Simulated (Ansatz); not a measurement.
Reaction (ligand exchange at a Ga–C bond): `N=[CH][GaH][OH]` + HCl → `[OH][GaH][Cl]` + `C=N`

Calculated with Ansatz (gas phase, PBE0-D4/def2-TZVP geometries, no zero-point term in ΔE). CBS: MP2 limit from def2 TZ/QZ plus the TZ coupled-cluster correction, frozen cores. This one scheme is used for every species. Functionals use def2-TZVPP. B3LYP here is the variant with VWN-RPA as its local correlation; programs differ in this. For Ga outer-core shells are correlated without core-valence functions, which leaves a few kJ/mol of doubt a bond. Scalar relativity is left out up to krypton. One conformer a species, not always the lowest.

`N=[CH][GaH][OH]`:

```xyz
8

N     1.262   -0.180   -1.340
C     1.146    0.357   -0.195
Ga   -0.490    0.306    0.946
O    -1.868   -0.623    0.285
H     0.405   -0.658   -1.627
H     2.038    0.886    0.163
H    -0.758    0.958    2.333
H    -1.733   -1.046   -0.565
```

HCl:

Cartesian coordinates in Å:
```
Cl -0.044 0.294 -0.566
H 0.044 -0.294 0.566
```

`[OH][GaH][Cl]`:

Cartesian coordinates in Å:
```
O -0.543 -1.230 0.253
Ga 0.444 0.240 0.174
Cl -0.325 1.783 -1.102
H -1.335 -1.189 -0.289
H 1.759 0.396 0.963
```

`C=N`:

Cartesian coordinates in Å:
```
C 0.098 -0.331 -0.181
N -0.742 0.467 0.313
H 1.182 -0.168 -0.201
H -0.259 -1.261 -0.628
H -0.280 1.293 0.696
```

(1) Is it downhill or uphill in electronic energy at CCSD(T)/CBS, and by how much? (Estimate.)

(2) What do these levels give: r2SCAN-D4, B3LYP-D4, r2SCAN, MP2/def2-SVP, SCS-MP2/def2-TZVPP, CCSD/CBS(def2)? (An estimate is asked.)

Largest T1 diagnostic among the species: 0.015.

Results:

(1) Ansatz gave: Downhill: ΔE = -145.3 kJ/mol.

(2) Computed: r2SCAN-D4 -149.8, B3LYP-D4 -146.5, r2SCAN -150.4, MP2/def2-SVP -158.8, SCS-MP2/def2-TZVPP -149.9, CCSD/CBS(def2) -148.5 kJ/mol.

From PBE to PBE0 (25 % exact exchange), in def2-TZVPP and without D4, ΔE moves by −8.3 kJ/mol. The D4 term adds +3.3 kJ/mol with B3LYP and +1.8 kJ/mol with PBE0; it sums over pairs of atoms, weighted by their polarisabilities, and B3LYP, whose exchange is more repulsive, gets the larger term. In def2-TZVPP, CCSD(T) changes the Hartree–Fock value by +28.9 kJ/mol (the triples alone add +3.2 kJ/mol) and MP2 by +25.1 kJ/mol.
